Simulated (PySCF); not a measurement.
# Working out the ionisation energy of Tc

Tc [Kr] 4d5 5s2 (6S) → Tc⁺ [Kr] 4d5 5s1 (7S). Calculation: PySCF 2.14, in x2c-SVPall (6s5p5d1f, 53 functions); the spin-free X2C one-electron Hamiltonian (Gaussian nucleus). Frozen: [Kr]. Energies in hartree (1 hartree = 27.21139 eV):

| part | Tc (lower) | Tc⁺ (upper) |
| --- | --- | --- |
| UHF | -4282.647993 | -4282.443369 |
| MP2 opposite-spin | -0.033782 | 0.000000 |
| MP2 same-spin | -0.059100 | -0.059378 |

Problem. What does Hartree-Fock give?

Solution. (-4282.443369) − (-4282.647993) = 0.204624 hartree = 5.568 eV.

Problem. What do MP2 and SCS-MP2 (6/5 opposite-spin, 1/3 same-spin) give?

Solution. The opposite-spin parts differ by 0.919 eV and the same-spin parts by -0.008 eV. MP2: 5.568 + (0.919) + (-0.008) = 6.479 eV. SCS-MP2: 5.568 + 1.2 × (0.919) + (-0.008)/3 = 6.668 eV.

Measured between the centres of the two terms (NIST): 7.119 eV, so MP2 (valence) is off by -0.640 eV.

A double-zeta basis recovers only part of the correlation energy.

What remains against the reference includes basis incompleteness, the frozen core and correlation beyond second order.
